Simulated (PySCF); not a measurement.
An unknown gives this computed stick spectrum. Theory: TDDFT CAM-B3LYP/def2-SVPD, vertical, gas phase, core orbitals frozen in the response (PySCF 2.14.0, density-fitted response routines). Geometries: PBE0-D3(BJ)/def2-SVP, one conformer each. Atoms past krypton carry core potentials; spin–orbit coupling is left out.

| state | E (eV) | f |
| --- | --- | --- |
| S1 | 7.50 | 0.0086 |
| S2 | 8.14 | 0.145 |
| S3 | 8.15 | 0.064 |
| S4 | 8.28 | 0.081 |
| S5 | 8.62 | 0.077 |
| S6 | 8.65 | 0.057 |
| S7 | 8.68 | 0.100 |
| S8 | 8.79 | 0.187 |
| S9 | 8.82 | 0.045 |
| S10 | 8.85 | 0.026 |

Triplets computed (Tamm–Dancoff): 7.23, 7.40, 7.82, 7.89 eV.

Orbital energies (eV): HOMO-3 -10.86, HOMO-2 -10.51, HOMO-1 -10.42, HOMO -9.22, LUMO 1.09, LUMO+1 1.61, LUMO+2 1.81.

Question: Which structure fits?
A. `CC[C@H](C)[GeH3]`
B. `C[N](C)[Ge@H]([NH2])[Cl]`
C. `C[CH2][In]([CH3])[CH2]C`
D. `C[CH2][InH][CH2]C`

Answer: A. Its S1, at 7.50 eV, is the highest among the candidates; the nearest of the others has S1 at 6.20 eV. S1 is HOMO→LUMO (83%), HOMO→LUMO+1 (12%). Löwdin shares by element: HOMO carbon 49% or more, germanium 22% (atoms not listed hold the other 28%); LUMO germanium 39%, hydrogen 15% or more, carbon 6% or more (atoms not listed hold the other 39%). At the same level the other candidates give, for their lowest levels:
- `C[N](C)[Ge@H]([NH2])[Cl]`: 6.20 eV (f 0.013); 6.29 eV (f 0.092); 6.46 eV (f 0.018); 6.79 eV (f 0.040); 6.97 eV (f 0.019); T1 5.61 eV; HOMO -7.96, LUMO 0.93 eV
- `[H][In]([CH2]C)[CH2]C`: 4.18 eV (f 0.000); 4.67 eV (f 0.002); 5.83 eV (f 0.109); 6.45 eV (f 0.045); 6.86 eV (f 0.001); T1 3.95 eV; HOMO -7.94, LUMO -0.44 eV
- `C[CH2][In]([CH3])[CH2]C`: 4.24 eV (f 0.000); 4.54 eV (f 0.001); 5.58 eV (f 0.109); 5.86 eV (f 0.134); 6.70 eV (f 0.010); T1 4.00 eV; HOMO -7.74, LUMO -0.18 eV

Shape of the structure used: `[CH3:1][CH2:2][C@H:3]([CH3:4])[GeH3:5]`: C1–C2–C3–C4 -176°.
